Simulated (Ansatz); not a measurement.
```yaml
crystal:
  periodic: [false, false, false]
  atoms:
    - {symbol: Sn, position_ang: [-0.350453, -0.426817, -1.400214]}
    - {symbol: C, position_ang: [-0.274031, -0.375446, 0.700651]}
    - {symbol: C, position_ang: [0.544267, 0.721082, 1.217842]}
    - {symbol: H, position_ang: [0.132374, -1.451929, 1.052974]}
    - {symbol: H, position_ang: [-1.339018, -0.340437, 1.001533]}
    - {symbol: H, position_ang: [0.598332, 0.750677, 2.318831]}
    - {symbol: H, position_ang: [1.566825, 0.713572, 0.862072]}
    - {symbol: H, position_ang: [0.167335, 1.751364, 0.917205]}
    - {symbol: F, position_ang: [1.437110, -0.454374, -2.242004]}
    - {symbol: F, position_ang: [-1.227852, 1.116377, -2.227836]}
    - {symbol: F, position_ang: [-1.227082, -1.997391, -2.303016]}
basis:
  gaussian: {orbitals: def2-mTZVPP, final_grid: {core_spheres: 5, valence_spheres: 4, degree: 11}}
magnetization: {spin_polarized: true, initial_magnetization: 2}
hamiltonian: {xc: {name: HF}, pseudopotentials: {relativity: scalar}}
correlation: {method: mp2}
scf: {omitted_lower_state_checks: [starts]}
```

```sh
$ ansatz run in.yaml --threads 2 --pin off --events-out ev --progress --plain --max-ram 31744MiB --backend cpu
```

Shortened log:

```
Functional definition: HF
1650 factors; integrals over basis functions are off by at most 1.4e-3 eV
mean field evaluation 1: about -16064.1732 eV, gradient 4.0e1 eV
mean field evaluation 2: about -16064.2681 eV, gradient 4.0e1 eV
mean field evaluation 4: about -16070.5210 eV, gradient 3.6e0 eV
mean field evaluation 8: about -16070.8593 eV, gradient 4.7e-1 eV
mean field evaluation 16: about -16070.8674 eV, gradient 3.1e-6 eV
mean field -16070.86737724 eV, -590.5934828883 hartree, gradient 3.1e-6 eV, S^2 2.026497; 0 other end points of the search recorded, 0 dependent functions left out
9 core orbitals not correlated: weight in the atoms' cores, before any rotation towards them, 1.000 or more for the frozen orbitals, at most 0.000 for the correlated occupied ones
reference -16070.86737724 eV, -590.5934828883 hartree; 25, 23 occupied and 137, 139 virtual orbitals, 1650 factors
second order -30.08528741 eV of doubles, -0.00000000 eV of singles
Total energy: -16100.95266464 eV, -591.6990968080 hartree
Relativity: scalar
Checks for a lower state left out: starts
```

Hardware: 2 threads of AMD EPYC 7R13 on a shared host. Wall time 6.5 s, peak host memory 0.6 GiB.

In the def2 sets Sn takes a core potential; there is no spin–orbit coupling. Correlated methods freeze 9 core orbitals; core or outer-core shells of Sn are correlated, in sets that lack core-valence functions.
